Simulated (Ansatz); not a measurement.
C₃H₈BFO, singlet, at a GFN2-xTB geometry; CASSCF(6,5)/6-31G run with Ansatz (a program for electronic structure).

Here is a job for Ansatz.
Ansatz 0.2 input:
```yaml
crystal:
  periodic: [false, false, false]
  atoms:
    - {symbol: B, position_ang: [0.00395911, 0.76342039, 0.31865801]}
    - {symbol: F, position_ang: [0.34732702, 1.87361846, -0.36394378]}
    - {symbol: O, position_ang: [0.01341346, 0.83078733, 1.64515708]}
    - {symbol: H, position_ang: [0.26836428, 1.67165035, 2.02957131]}
    - {symbol: C, position_ang: [-0.39614871, -0.55030771, -0.49453528]}
    - {symbol: C, position_ang: [-0.77969923, -1.72489721, 0.40878157]}
    - {symbol: C, position_ang: [0.73129660, -0.96532898, -1.45320915]}
    - {symbol: H, position_ang: [-1.26660441, -0.30328115, -1.11541909]}
    - {symbol: H, position_ang: [-1.07838861, -2.58380161, -0.18867683]}
    - {symbol: H, position_ang: [0.06404215, -2.01106535, 1.03116293]}
    - {symbol: H, position_ang: [-1.60278614, -1.44911173, 1.06207643]}
    - {symbol: H, position_ang: [0.99800734, -0.13969078, -2.10799917]}
    - {symbol: H, position_ang: [0.41636296, -1.80838409, -2.06446071]}
    - {symbol: H, position_ang: [1.61526427, -1.25907875, -0.89153018]}
basis:
  gaussian:
    orbitals: 6-31G
hamiltonian:
  xc: hf
magnetization: {spin_polarized: false}
correlation: {active_space: {window: {electrons: 6, orbitals: 5}}}
```

**Question.** Write the output that Ansatz gives for this input, abridged.

**Answer.** 
```
Functional definition: HF
913 factors; integrals over basis functions are off by at most 2.2e-4 eV
mean field evaluation 1: about -8629.5929 eV, gradient 3.9e1 eV
mean field evaluation 2: about -8629.5920 eV, gradient 3.9e1 eV
mean field evaluation 4: about -8633.0877 eV, gradient 3.2e0 eV
mean field evaluation 8: about -8633.1182 eV, gradient 9.0e-5 eV
mean field -8633.11823054 eV, -317.2612432346 hartree, gradient 1.9e-6 eV, S^2 0.000000; 0 other end points of the search recorded, 0 dependent functions left out
reference -8633.11823054 eV, -317.2612432346 hartree; 24, 24 occupied and 46, 46 virtual orbitals, 913 factors
state -8634.05919101 eV, -317.2958228940 hartree
1 active orbitals were swapped for others, from the solution at -8634.00897717 eV, -317.2939775694 hartree to that at -8634.05919101 eV, -317.2958228940 hartree; typed "places" are swapped only where nearly empty or full, and so, without "given_window_search", are "orbital_numbers", "shells" and a window whose orbitals a file names under [Active]
the orbitals are reached from a further start. From the first start the search ends at -8633.92610544 eV, -317.2909320897 hartree
Total energy: -8634.05919101 eV, -317.2958228940 hartree
```
